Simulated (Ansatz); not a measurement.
Ansatz (a quantum-chemistry and plane-wave program) input (CCSD(T)/aug-cc-pVDZ):

Ansatz 0.2 input:
```yaml
crystal:
  periodic: [false, false, false]
  atoms:
    - {symbol: B, position_ang: [-0.49634865, -0.03266068, 0.10490528]}
    - {symbol: C, position_ang: [-0.83699600, 1.36673724, 0.33542698]}
    - {symbol: C, position_ang: [-1.53339238, -1.26072044, 0.19477491]}
    - {symbol: O, position_ang: [0.82042722, -0.51703578, -0.23706640]}
    - {symbol: C, position_ang: [1.84646061, 0.41551190, -0.35747618]}
    - {symbol: H, position_ang: [-0.14306984, 2.20440862, 0.27706773]}
    - {symbol: H, position_ang: [-1.85187282, 1.66948912, 0.59112618]}
    - {symbol: H, position_ang: [-2.54252948, -0.92425858, 0.45297736]}
    - {symbol: H, position_ang: [-1.22601331, -1.99879536, 0.94894269]}
    - {symbol: H, position_ang: [-1.59880289, -1.80873672, -0.75570138]}
    - {symbol: H, position_ang: [1.63619623, 1.16341269, -1.13803124]}
    - {symbol: H, position_ang: [2.01156191, 0.97204068, 0.57839250]}
    - {symbol: H, position_ang: [2.77642232, -0.10714306, -0.61912325]}
basis:
  gaussian:
    orbitals: aug-cc-pVDZ
total_charge: -1
magnetization: {spin_polarized: false}
correlation: {method: ccsd_t, electrons: outside_noble_gas}
output: {forces: true}
```

Output:

```
Functional definition: HF
integrals: 0.82 GiB planned
1832 factors; integrals over basis functions are off by at most 8.5e-4 eV
mean field: 0.94 GiB planned
mean field evaluation 1: about -5923.6936 eV, gradient 3.7e1 eV
mean field evaluation 2: about -5923.7265 eV, gradient 3.7e1 eV
mean field evaluation 4: about -5927.7835 eV, gradient 4.0e0 eV
mean field evaluation 8: about -5927.8527 eV, gradient 2.9e-1 eV
mean field evaluation 16: about -5923.6928 eV, gradient 3.7e1 eV
mean field -5927.85338281 eV, -217.8445937748 hartree, gradient 2.3e-6 eV, S^2 0.000000; 0 other end points of the search recorded, 0 dependent functions left out
5 core orbitals not correlated
reference -5927.85338281 eV, -217.8445937748 hartree; 15, 15 occupied and 167, 167 virtual orbitals, 1832 factors
densities: 5.23 GiB planned
second order -20.58542329 eV of doubles, -0.00000000 eV of singles
coupled cluster: 2.66 GiB planned
cycle   1  -21.33702021 eV  change   -7.5e-1 eV  update   1.1e-1
cycle   2  -21.86168956 eV  change   -5.2e-1 eV  update   3.2e-2
cycle   3  -22.00321287 eV  change   -1.4e-1 eV  update   1.8e-2
cycle   4  -22.00346466 eV  change   -2.5e-4 eV  update   4.9e-3
cycle   5  -22.00045425 eV  change    3.0e-3 eV  update   2.4e-3
cycle   6  -22.00070223 eV  change   -2.5e-4 eV  update   8.7e-4
cycle   7  -22.00063667 eV  change    6.6e-5 eV  update   4.0e-4
cycle   8  -22.00049392 eV  change    1.4e-4 eV  update   1.6e-4
cycle   9  -22.00048489 eV  change    9.0e-6 eV  update   7.1e-5
cycle  10  -22.00053517 eV  change   -5.0e-5 eV  update   3.4e-5
cycle  11  -22.00050670 eV  change    2.8e-5 eV  update   1.6e-5
cycle  12  -22.00050407 eV  change    2.6e-6 eV  update   6.9e-6
cycle  13  -22.00050517 eV  change   -1.1e-6 eV  update   2.8e-6
perturbative correction -0.78500535 eV, -0.0288484146 hartree
the calculation of the forces begins
Total energy: -5950.63889333 eV, -218.6819458419 hartree
Atom 0 at    -0.496349    -0.032661     0.104905 Å, force    -0.042932    -0.531690    -0.049892 eV/Å
Atom 1 at    -0.836996     1.366737     0.335427 Å, force    -0.082081     0.481319     0.071615 eV/Å
Atom 2 at    -1.533392    -1.260720     0.194775 Å, force     0.127623     0.099627    -0.016802 eV/Å
Atom 3 at     0.820427    -0.517036    -0.237066 Å, force     0.043118    -0.816316    -0.100444 eV/Å
Atom 4 at     1.846461     0.415512    -0.357476 Å, force     0.121105     0.254649     0.001908 eV/Å
Atom 5 at    -0.143070     2.204409     0.277068 Å, force     0.356002     0.432279    -0.029657 eV/Å
Atom 6 at    -1.851873     1.669489     0.591126 Å, force    -0.490412     0.140605     0.122925 eV/Å
Atom 7 at    -2.542529    -0.924259     0.452977 Å, force    -0.462760     0.152694     0.118226 eV/Å
Atom 8 at    -1.226013    -1.998795     0.948943 Å, force     0.135508    -0.296202     0.323385 eV/Å
Atom 9 at    -1.598803    -1.808737    -0.755701 Å, force    -0.023744    -0.215011    -0.404824 eV/Å
Atom 10 at     1.636196     1.163413    -1.138031 Å, force    -0.089266     0.287970    -0.320429 eV/Å
Atom 11 at     2.011562     0.972041     0.578392 Å, force     0.064217     0.209720     0.381397 eV/Å
Atom 12 at     2.776422    -0.107143    -0.619123 Å, force     0.343623    -0.199644    -0.097406 eV/Å
Dipole moment:     0.565056    -0.333403    -0.160745 e Å
```

It need not be the lowest isomer of its formula. Whether it binds its extra electron was not tested at this geometry.
